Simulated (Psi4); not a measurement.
AuCl, charge +1, doublet, geometry from GFN2-xTB (such geometries of metal compounds can be far from the true shape) (the multiplicity is a formal guess) (core potentials on Au); R2SCAN/def2-TZVP (Psi4).

Input for Psi4:
```
memory 2 GB

molecule {
1 2
Au   -0.00000000   -0.00000000   -0.39469027
Cl    0.00000000    0.00000000    1.83414892
}

set {
  basis def2-tzvp
  reference uks
}

energy('r2scan')
print_variables()
```

Output, abridged:

```
   => Loading Basis Set <=

    Name: DEF2-TZVP
    Role: ORBITAL
    Keyword: BASIS

    !!!  WARNING: ECP capability is in beta. Please check occupations closely.  !!!

         ---------------------------------------------------------
                                   SCF
               by Justin Turney, Rob Parrish, Andy Simmonett
                          and Daniel G. A. Smith
                              UKS Reference
         ---------------------------------------------------------

  ==> Geometry <==

    Molecular point group: c2v
    Full point group: C_inf_v

    Geometry (in Angstrom), charge = 1, multiplicity = 2:

       Center              X                  Y                   Z               Mass
    ------------   -----------------  -----------------  -----------------  -----------------
         AU           0.000000000000     0.000000000000    -0.336041596373   196.966568790000
         CL           0.000000000000     0.000000000000     1.892797593627    34.968852682000

  Running in c2v symmetry.

  Rotational constants: A = ************  B =      0.11427  C =      0.11427 [cm^-1]
  Rotational constants: A = ************  B =   3425.72822  C =   3425.72822 [MHz]
  Nuclear repulsion =   76.687559969909699

  Charge       = 1
  Multiplicity = 2
  Electrons    = 35
  Nalpha       = 18
  Nbeta        = 17

  ==> Algorithm <==

  SCF Algorithm Type is DF.
  DIIS enabled.
  MOM disabled.
  Fractional occupation disabled.
  Guess Type is SAD.
  Energy threshold   = 1.00e-06
  Density threshold  = 1.00e-06
  Integral threshold = 1.00e-12

  ==> Primary Basis <==

  Basis Set: DEF2-TZVP
    Blend: DEF2-TZVP
    Number of shells: 27
    Number of basis functions: 77
    Number of Cartesian functions: 88
    Spherical Harmonics?: true
    Max angular momentum: 3

  Core potential: DEF2-TZVP
    Number of shells: 4
    Number of ECP primitives: 14
    Number of ECP core electrons: 60
    Max angular momentum: 3

  ==> DFT Potential <==

   => LibXC <=

    Version 7.1.2
    S. Lehtola, C. Steigemann, M. J. T. Oliveira, and M. A. L. Marques,  SoftwareX 7, 1–5 (2018) (10.1016/j.softx.2017.11.002)

   => Composite Functional: R2SCAN <=

    r2SCAN Meta-GGA XC Functional  (0.1021/acs.jpclett.0c02405)
    J. W. Furness, A. D. Kaplan, J. Ning, J. P. Perdew, J. Sun  J. Phys. Chem. Lett.  11, 8208–8215, 2020

    Deriv               =              1
    GGA                 =           TRUE
    Meta                =           TRUE

    Exchange Hybrid     =          FALSE
    MP2 Hybrid          =          FALSE

   => Exchange Functionals <=

    1.0000   XC_MGGA_X_R2SCAN

   => Correlation Functionals <=

    1.0000   XC_MGGA_C_R2SCAN

   => LibXC Density Thresholds  <==

    XC_MGGA_C_R2SCAN:  1.00E-15
    XC_MGGA_X_R2SCAN:  1.00E-11

   => Molecular Quadrature <=

    Radial Scheme          =       TREUTLER
    Pruning Scheme         =           NONE
    Nuclear Scheme         =       TREUTLER

    Blocking Scheme        =         OCTREE
    BS radius alpha        =              1
    Pruning alpha          =              1
    Radial Points          =             75
    Spherical Points       =            302
    Total Points           =          43063
    Total Blocks           =            415
    Max Points             =            256
    Max Functions          =             76
    Weights Tolerance      =       1.00E-15

   => Loading Basis Set <=

    Name: (DEF2-TZVP AUX)
    Role: JKFIT
    Keyword: DF_BASIS_SCF

  ==> Integral Setup <==

  SCF_SUBTYPE=INCORE selected. In-core MEM_DF algorithm will be used.
  Using in-core AOs.

  ==> MemDFJK: Density-Fitted J/K Matrices <==

    J tasked:                   Yes
    K tasked:                    No
    wK tasked:                   No
    Algorithm:                 Core
    Schwarz Cutoff:           1E-12
    Mask sparsity (%):       0.6409
    Fitting Condition:        1E-10

   => Auxiliary Basis Set <=

  Basis Set: (DEF2-TZVP AUX)
[...]
    DOCC [    10,    1,    3,    3 ]
    SOCC [     0,    0,    0,    1 ]
    NA   [    10,    1,    3,    4 ]
    NB   [    10,    1,    3,    3 ]

   @DF-UKS iter   1:  -595.48490298043578    1.68383e-01   1.03733e-02 ADIIS/DIIS
    Occupation by irrep:
             A1    A2    B1    B2
    DOCC [     9,    1,    4,    3 ]
    SOCC [     0,    0,    0,    1 ]
    NA   [     9,    1,    4,    4 ]
    NB   [     9,    1,    4,    3 ]

   @DF-UKS iter   2:  -593.63648281254336    1.84842e+00   3.51990e-02 ADIIS/DIIS
   @DF-UKS iter   3:  -595.50976120416044   -1.87328e+00   9.48383e-03 ADIIS/DIIS
   @DF-UKS iter   4:  -595.59708867816050   -8.73275e-02   2.37265e-03 ADIIS/DIIS
   @DF-UKS iter   5:  -595.60210950383248   -5.02083e-03   1.17320e-03 ADIIS/DIIS
   @DF-UKS iter   6:  -595.60307908810296   -9.69584e-04   4.45834e-04 ADIIS/DIIS
   @DF-UKS iter   7:  -595.60325502235742   -1.75934e-04   1.07041e-04 ADIIS/DIIS
   @DF-UKS iter   8:  -595.60325895842391   -3.93607e-06   6.11231e-05 DIIS
   @DF-UKS iter   9:  -595.60326366459287   -4.70617e-06   1.15934e-05 DIIS
   @DF-UKS iter  10:  -595.60326385598751   -1.91395e-07   3.08025e-06 DIIS
   @DF-UKS iter  11:  -595.60326387144448   -1.54570e-08   6.64161e-07 DIIS
  Energy and wave function converged.

  ==> Post-Iterations <==

   Electrons on quadrature grid:
      Nalpha   =   18.0000003213 ; deviation = 3.213e-07
      Nbeta    =   17.0000006948 ; deviation = 6.948e-07
      Ntotal   =   35.0000010162 ; deviation = 1.016e-06

   @Spin Contamination Metric:   6.843421322E-03
   @S^2 Expected:                7.500000000E-01
   @S^2 Observed:                7.568434213E-01
   @S   Expected:                5.000000000E-01
   @S   Observed:                5.000000000E-01

    Orbital Energies [Eh]
    ---------------------

    Alpha Occupied:

[...]
    Alpha Virtual:

[...]
    Beta Occupied:

[...]
    Beta Virtual:

[...]
    Final Occupation by Irrep:
             A1    A2    B1    B2
    DOCC [     9,    1,    4,    3 ]
    SOCC [     0,    0,    0,    1 ]
    NA   [     9,    1,    4,    4 ]
    NB   [     9,    1,    4,    3 ]

  @DF-UKS Final Energy:  -595.60326387144448

   => Energetics <=

    Nuclear Repulsion Energy =             76.6875599699096995
    One-Electron Energy =               -1016.6420340738225150
    Two-Electron Energy =                 385.1756912419155015
    DFT Exchange-Correlation Energy =     -40.8244810094471831
    Empirical Dispersion Energy =           0.0000000000000000
    VV10 Nonlocal Energy =                  0.0000000000000000
    Total Energy =                       -595.6032638714444829

  UHF NO Occupations:
  HONO-2 :    8 A1 1.9989674
  HONO-1 :    9 A1 1.9985022
  HONO-0 :    4 B2 1.0000000
  LUNO+0 :   10 A1 0.0014978
  LUNO+1 :   11 A1 0.0010326
  LUNO+2 :    5 B2 0.0006134
  LUNO+3 :    5 B1 0.0001297

Computation Completed

Properties will be evaluated at   0.000000,   0.000000,   0.000000 [a0]

Properties computed using the SCF density matrix

 Multipole Moments:

 ------------------------------------------------------------------------------------
     Multipole            Electronic (a.u.)      Nuclear  (a.u.)        Total (a.u.)
 ------------------------------------------------------------------------------------

 L = 1.  Multiply by 2.5417464519 to convert [e a0] to [Debye]
 Dipole X            :          0.0000000            0.0000000            0.0000000
 Dipole Y            :          0.0000000            0.0000000            0.0000000
 Dipole Z            :        -48.6451001           48.7412690            0.0961688
 Magnitude           :                                                    0.0961688

 ------------------------------------------------------------------------------------

  Variable Map:
  ----------------------------------------------------------------------------
[...]
  Array Variable Map:
  ----------------------------------------------------------------------------
[...]
[...]
```
